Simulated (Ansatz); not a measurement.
Ansatz (a program for electronic structure) input (wB97M-V/def2-TZVPD):

Ansatz 0.2 input:
```yaml
crystal:
  periodic: [false, false, false]
  atoms:
    - {symbol: C, position_ang: [1.45956761, -1.45650465, 0.07101688]}
    - {symbol: Si, position_ang: [-0.00121101, -0.36071927, 0.04075763]}
    - {symbol: C, position_ang: [-1.60871903, -1.25853019, 0.24470048]}
    - {symbol: Cl, position_ang: [0.19005181, 1.04699812, 1.54628858]}
    - {symbol: Cl, position_ang: [-0.02060841, 0.67510848, -1.75132435]}
    - {symbol: H, position_ang: [1.37566918, -2.52986106, 0.19742474]}
    - {symbol: H, position_ang: [2.46863238, -1.07715201, -0.03622650]}
    - {symbol: H, position_ang: [-2.44384894, -0.55821609, 0.21907257]}
    - {symbol: H, position_ang: [-1.62834065, -1.78589833, 1.20031408]}
    - {symbol: H, position_ang: [-1.74078699, -1.98440580, -0.55988772]}
basis:
  gaussian:
    orbitals: def2-TZVPD
hamiltonian:
  xc: {name: wB97M-V}
magnetization: {spin_polarized: true, initial_magnetization: 1}
output: {forces: true}
```

End of the output:

```
integrals: 0.34 GiB planned
1447 factors; their error is unknown
integrals: 0.37 GiB planned
452 factors; integrals over basis functions are off by at most 4.0e-5 eV
mean field: 3.83 GiB planned
mean field evaluation 1: about -35075.1434 eV, gradient 3.1e1 eV
mean field evaluation 2: about -35077.3936 eV, gradient 2.1e1 eV
mean field evaluation 4: about -35079.4336 eV, gradient 8.1e-1 eV
mean field evaluation 8: about -35079.4644 eV, gradient 2.7e-1 eV
mean field evaluation 16: about -35079.4648 eV, gradient 1.5e-4 eV
mean field -35079.46476749 eV, -1289.1465524901 hartree, gradient 3.3e-5 eV, S^2 0.753244; 0 other end points of the search recorded, 0 dependent functions left out
the calculation of the forces begins
reference -35079.46485100 eV, -1289.1465555589 hartree; 33, 32 occupied and 221, 222 virtual orbitals, 1447 factors
Total energy: -35079.46485100 eV, -1289.1465555589 hartree
Atom 0 at     1.459568    -1.456505     0.071017 Å, force    -0.011398     0.010957    -0.000508 eV/Å
Atom 1 at    -0.001211    -0.360719     0.040758 Å, force    -0.075352     0.051775    -0.001025 eV/Å
Atom 2 at    -1.608719    -1.258530     0.244700 Å, force     0.100128     0.052231    -0.012287 eV/Å
Atom 3 at     0.190052     1.046998     1.546289 Å, force    -0.019379    -0.100080    -0.135073 eV/Å
Atom 4 at    -0.020608     0.675108    -1.751324 Å, force    -0.000833    -0.067339     0.155245 eV/Å
Atom 5 at     1.375669    -2.529861     0.197425 Å, force    -0.001935     0.028003    -0.003034 eV/Å
Atom 6 at     2.468632    -1.077152    -0.036227 Å, force    -0.022927    -0.004766     0.002002 eV/Å
Atom 7 at    -2.443849    -0.558216     0.219073 Å, force     0.015551     0.005823    -0.001650 eV/Å
Atom 8 at    -1.628341    -1.785898     1.200314 Å, force     0.007564     0.010799    -0.009800 eV/Å
Atom 9 at    -1.740787    -1.984406    -0.559888 Å, force     0.008581     0.012596     0.006130 eV/Å
Dipole moment:    -0.035932    -0.496424     0.058280 e Å
```

It need not be the lowest isomer of its formula.
